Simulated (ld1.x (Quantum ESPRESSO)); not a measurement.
# Reading a pseudo-wave (Al)

Columns: radius, all-electron u(r) and pseudo u(r) of the 3p shell (level -2.79 eV) of aluminium in the configuration [Ne] 3s2 3p1; LDA (PZ), scalar-relativistic, RRKJ scheme, ld1.x (Quantum ESPRESSO) 7.5.

```
r (bohr)  all-electron   pseudo
   0.143        0.1184  -0.0042
   0.285        0.2090  -0.0165
   0.428        0.2088  -0.0372
   0.570        0.1517  -0.0658
   0.713        0.0675  -0.1022
   0.855       -0.0245  -0.1451
   0.998       -0.1155  -0.1937
   1.140       -0.1990  -0.2455
   1.283       -0.2741  -0.2990
   1.425       -0.3387  -0.3511
   1.568       -0.3938  -0.4000
   1.710       -0.4392  -0.4431
   1.853       -0.4760  -0.4796
   1.995       -0.5044  -0.5081
   2.138       -0.5258  -0.5292
   2.280       -0.5406  -0.5431
   2.423       -0.5498  -0.5512
   2.565       -0.5539  -0.5544
   2.708       -0.5539  -0.5540
   2.850       -0.5504  -0.5504
   2.992       -0.5438  -0.5438
   3.135       -0.5347  -0.5347
   3.278       -0.5236  -0.5236
   3.420       -0.5109  -0.5109
   3.563       -0.4968  -0.4968
   3.705       -0.4817  -0.4817
```

(1) How many radial nodes do the two functions have?

(2) At about which radius was the pseudo-wave matched?

(3) Is the pseudo-wave norm-conserving?

## Answers

(1) The all-electron 3p function has n − l − 1 = 1; the pseudo-wave has 0, since the states of the same l below it are removed with the core.

(2) 2.85 bohr, where the columns begin to agree (steps of 0.14 bohr).

(3) Yes: the RRKJ scheme keeps the norm inside the radius equal to the all-electron one, which fixes the energy derivative of the logarithmic derivative at the level.
